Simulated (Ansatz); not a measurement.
Molecule: SrCl2 (charge -1, doublet). SMILES of the parent species: [Cl][Sr][Cl]
Geometry from a B3LYP-D3(BJ)/def2-TZVP (Ansatz, a first-principles code) optimisation:
```
Sr
Cl 1 2.7131
Cl 1 2.7131 2 124.70
```
Charge -1, spin multiplicity 2.

Parts of the frozen-core correlation energy in STO-3G (Ansatz, hartree). Frozen orbitals: 28; correlated occupied orbitals by spin: 9 and 8; virtual: 3 and 4. Open shells are spin-unrestricted. Spin-orbit coupling is left out. Past Kr the def2 sets carry scalar-relativistic core potentials. STO-3G rows are all-electron and non-relativistic.

```csv
term,value
reference (HF),-4008.34901
MP2 opposite-spin,?
MP2 same-spin,?
CCSD correlation,?
(T),-0.00017
T1 diagnostic,0.005
largest doubles amplitude,0.026
<S^2> of the reference,0.751
```

Complete the blanks.


- MP2 opposite-spin, value: -0.00386
- MP2 same-spin, value: -0.00063
- CCSD correlation, value: -0.00558
